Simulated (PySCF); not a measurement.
# Which determinant of RbSr⁺ lies lowest?

Unrestricted PBE0; PySCF, scalar-relativistic core potentials, basis sets Rb def2-SVP with ECP28, Sr def2-SVP with ECP28. Outer shells of the fragments: Rb+ closed shells only; Sr 5s2.

Followed along the bond (rough minima from three points):

```
2Ms+1  unpaired  ⟨S²⟩ at the start  R at minimum (Å)  Te (eV)
    1      none               0.00              4.47     0.00
    3  σ ↑, π ↑               2.00              4.23     1.59
    3      σ ↑↑               2.00  none in the scan   ≤ 1.10
```

Solutions found at the starting distance of 3.870 Å, counted from the lowest of them; the search is not exhaustive and high or unbound solutions are not listed, so other states can lie among these:

```csv
2Ms+1,unpaired,term,E (eV),⟨S²⟩,⟨Lz²⟩,μ (D)
1,none,¹Σ⁺,0.00,0.00,0.00,-2.05
3,σ ↑↑,³Σ⁺,1.33,2.00,0.00,-0.98
3,"σ ↑, π ↑",³Π,1.50,2.00,1.00,-0.76
1,"σ ↑, π ↓",mixed,1.94,1.00,1.03,-1.10
3,"σ ↑, δ ↑",³Δ,2.04,2.00,4.00,-3.04
1,"σ ↑, δ ↓",mixed,2.24,1.00,4.00,-2.20
```

A term symbol is given only where ⟨S²⟩ and ⟨Lz²⟩ are close to those of a pure state; real π, δ and φ orbitals otherwise mix terms. A positive dipole points towards Sr; it is taken about the centre of mass and depends on that origin.

Counting both spins, an empty level lies below a filled one in some of these solutions, because spin and occupation are held.
